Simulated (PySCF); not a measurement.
C$_{5}$H$_{4}$ (SMILES C#CCC#C), singlet, at a GFN2-xTB geometry; MP2/cc-pVDZ in PySCF.

PySCF was given this input:
```python
from pyscf import gto, scf, mp

mol = gto.M(
    atom='''
C    -2.12177017   -0.74063582    0.06048302
C    -1.19602178    0.01642064    0.05271653
C    -0.05529962    0.91626985    0.04172989
C     1.18509937    0.16455481   -0.04447433
C     2.19496141   -0.47208358   -0.11571418
H    -2.94155925   -1.39456719    0.06806760
H    -0.13240473    1.59160089   -0.81799083
H    -0.05510686    1.51531384    0.95948977
H     3.08725560   -1.01950293   -0.17801216
''',
    basis='cc-pvdz',
    verbose=4,
    max_memory=1800,
)

mf = scf.RHF(mol)
mf.kernel()

pt = mp.MP2(mf, frozen=5)
pt.kernel()
print('E(MP2) = %.10f' % pt.e_tot)
```

Problem. Predict the main parts of the log of this PySCF run.

Solution. 
```
PySCF version 2.14.0

[INPUT] verbose = 4
[INPUT] num. atoms = 9
[INPUT] num. electrons = 34
[INPUT] charge = 0
[INPUT] spin (= nelec alpha-beta = 2S) = 0
[INPUT] symmetry False subgroup None
[INPUT] Mole.unit = angstrom
[INPUT] Symbol           X                Y                Z      unit          X                Y                Z       unit  Magmom
[INPUT]  1 C     -2.121770170000  -0.740635820000   0.060483020000 AA   -4.009564520572  -1.399598857843   0.114296342987 Bohr   0.0
[INPUT]  2 C     -1.196021780000   0.016420640000   0.052716530000 AA   -2.260153603215   0.031030512390   0.099619803937 Bohr   0.0
[INPUT]  3 C     -0.055299620000   0.916269850000   0.041729890000 AA   -0.104501136593   1.731499072696   0.078858063308 Bohr   0.0
[INPUT]  4 C      1.185099370000   0.164554810000  -0.044474330000 AA    2.239513239695   0.310963523380  -0.084044303274 Bohr   0.0
[INPUT]  5 C      2.194961410000  -0.472083580000  -0.115714180000 AA    4.147875918889  -0.892108674104  -0.218668108929 Bohr   0.0
[INPUT]  6 H     -2.941559250000  -1.394567190000   0.068067600000 AA   -5.558741361681  -2.635350051404   0.128629121956 Bohr   0.0
[INPUT]  7 H     -0.132404730000   1.591600890000  -0.817990830000 AA   -0.250208677297   3.007689781714  -1.545778641106 Bohr   0.0
[INPUT]  8 H     -0.055106860000   1.515313840000   0.959489770000 AA   -0.104136872985   2.863528150363   1.813172884622 Bohr   0.0
[INPUT]  9 H      3.087255600000  -1.019502930000  -0.178012160000 AA    5.834067560530  -1.926581320892  -0.336394229242 Bohr   0.0

nuclear repulsion = 125.95158514973
number of shells = 37
number of NR pGTOs = 158
number of NR cGTOs = 90
basis = cc-pvdz
ecp = {}

******** <class 'pyscf.scf.hf.RHF'> ********
method = RHF
initial guess = minao
damping factor = 0
level_shift factor = 0
DIIS = <class 'pyscf.scf.diis.CDIIS'>
diis_start_cycle = 1
diis_space = 8
diis_damp = 0
SCF conv_tol = 1e-09
SCF conv_tol_grad = None
SCF max_cycles = 50
direct_scf = True
direct_scf_tol = 1e-13
Set gradient conv threshold to 3.16228e-05
Initial guess from minao.
init E= -192.668491229035
  HOMO = -0.270845376715373  LUMO = 0.0837654827433667  gap/eV = 9.64945
cycle= 1 E= -191.474768056062  delta_E= 1.19  |g|= 0.425  |ddm|= 3.17
  HOMO = -0.387863427557475  LUMO = 0.150550826596656  gap/eV = 14.65100
cycle= 2 E= -191.531437634533  delta_E= -0.0567  |g|= 0.196  |ddm|= 0.651
  HOMO = -0.381486069853984  LUMO = 0.177118964833675  gap/eV = 15.20042
cycle= 3 E= -191.539989707017  delta_E= -0.00855  |g|= 0.0907  |ddm|= 0.229
  HOMO = -0.383336641357692  LUMO = 0.174960324918175  gap/eV = 15.19203
cycle= 4 E= -191.542291850154  delta_E= -0.0023  |g|= 0.0229  |ddm|= 0.129
  HOMO = -0.382839952727817  LUMO = 0.175574761486819  gap/eV = 15.19524
cycle= 5 E= -191.54242303902  delta_E= -0.000131  |g|= 0.00228  |ddm|= 0.0229
  HOMO = -0.383275874598076  LUMO = 0.175396890188926  gap/eV = 15.20226
cycle= 6 E= -191.5424257572  delta_E= -2.72e-06  |g|= 0.000565  |ddm|= 0.00637
  HOMO = -0.383121727454529  LUMO = 0.175497740678106  gap/eV = 15.20081
cycle= 7 E= -191.542425932377  delta_E= -1.75e-07  |g|= 0.00016  |ddm|= 0.00135
  HOMO = -0.38315008384042  LUMO = 0.175486317479191  gap/eV = 15.20127
cycle= 8 E= -191.542425949052  delta_E= -1.67e-08  |g|= 5.01e-05  |ddm|= 0.000443
  HOMO = -0.383143973486466  LUMO = 0.17548873425086  gap/eV = 15.20117
cycle= 9 E= -191.542425952288  delta_E= -3.24e-09  |g|= 2.54e-05  |ddm|= 0.000146
  HOMO = -0.38314365381565  LUMO = 0.175488314653561  gap/eV = 15.20115
cycle= 10 E= -191.542425953533  delta_E= -1.25e-09  |g|= 8.4e-06  |ddm|= 9.28e-05
  HOMO = -0.383143647684982  LUMO = 0.175487978013737  gap/eV = 15.20114
cycle= 11 E= -191.542425953663  delta_E= -1.29e-10  |g|= 2e-06  |ddm|= 3.44e-05
  HOMO = -0.383143659754942  LUMO = 0.175488038357491  gap/eV = 15.20114
Extra cycle  E= -191.542425953663  delta_E= 5.68e-14  |g|= 1.08e-06  |ddm|= 7.09e-06
converged SCF energy = -191.542425953663

******** <class 'pyscf.mp.mp2.RMP2'> ********
nocc = 12, nmo = 85
frozen orbitals 5
E(RMP2) = -192.174290456974  E_corr = -0.631864503311907
E(SCS-RMP2) = -192.16227598876  E_corr = -0.619850035097371
E_corr(same-spin) = -0.15967773331952
E_corr(oppo-spin) = -0.472186769992387
E(MP2) = -192.1742904570
```
